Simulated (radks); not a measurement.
The numbers below are computed, except where a source is named.
Question: Species: the gold ion Au2+. Configuration: [Kr] 4d10 4f14 5s1 5p6 5d9 5f1 (not the ground configuration). Code: a radial shooting solver on a logarithmic mesh with Libxc functionals. Model: Dirac Kohn-Sham, PBE, spin-unpolarised, spherical densities, point nucleus; open shells fill j = l - 1/2 first.

Spin-orbit splittings of the eigenvalues, e(l+1/2) - e(l-1/2), with zeta = 2 splitting/(2l+1) and mean radii in bohr:

shell  occ.  splitting (eV)  zeta (eV)  <r> j=l-1/2  <r> j=l+1/2
2p        6            1836       1224      0.05798      0.06653
3p        6           405.2      270.1       0.1736       0.1893
3d       10           87.06      34.82       0.1648       0.1696
4p        6           97.18      64.78       0.4093       0.4433
4d       10           18.10      7.242       0.4516       0.4628
4f       14           3.828      1.094       0.4933       0.5002
5p        6               ?          ?       0.9906        1.082
5d        9           1.931     0.7726        1.389        1.433
5f        1        0.007983   0.002281        5.235        5.249

Estimate the 5p splitting.

Answer: 17.09 eV (zeta = 11.39 eV).
